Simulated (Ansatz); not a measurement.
CH$_{6}$Cl$_{2}$SSi$_{2}$ (`C[SiH](Cl)S[SiH2]Cl`). Charge 0, multiplicity 1. All single points use the PBE0-D4/def2-TZVP geometry. It is one conformer, not always the lowest.

```xyz
12

C     0.222   -0.554   -1.488
Si   -0.963   -1.076   -0.162
Cl   -2.781   -0.185   -0.511
S    -0.292   -0.640    1.825
Si    0.796    1.157    1.542
Cl   -0.343    2.658    0.729
H     1.208   -0.994   -1.322
H     0.320    0.533   -1.532
H    -0.157   -0.898   -2.454
H    -1.194   -2.537   -0.150
H     1.239    1.573    2.890
H     1.945    0.963    0.632
```

Task: What is the dipole moment at r2SCAN/def2-TZVPP? (Estimate.)

Result: Ansatz gave: 2.33 D, with components (2.03, -0.72, -0.88) D in this frame, pointing from negative to positive charge.

Task: And with PBE, B3LYP, ωB97M-V? (Estimate.)

Result: Ansatz gave: PBE 2.22 D, B3LYP 2.33 D, ωB97M-V 2.31 D.

Task: Give the Mulliken charges with r2SCAN, PBE, ωB97M-V in def2-TZVPP. (An estimate is asked.)

Result: Ansatz gave: 
```
atom  r2SCAN    PBE  ωB97M-V
  C1   -0.32  -0.38    -0.46
 Si2    0.55   0.44     0.41
 Cl3   -0.25  -0.21    -0.20
  S4   -0.32  -0.26    -0.26
 Si5    0.48   0.37     0.31
 Cl6   -0.23  -0.20    -0.19
  H7    0.10   0.12     0.14
  H8    0.09   0.12     0.13
  H9    0.09   0.12     0.14
 H10   -0.07  -0.05    -0.01
 H11   -0.05  -0.03     0.00
 H12   -0.06  -0.04    -0.01
```

B3LYP here is the variant with VWN-RPA as its local correlation; programs differ in this.
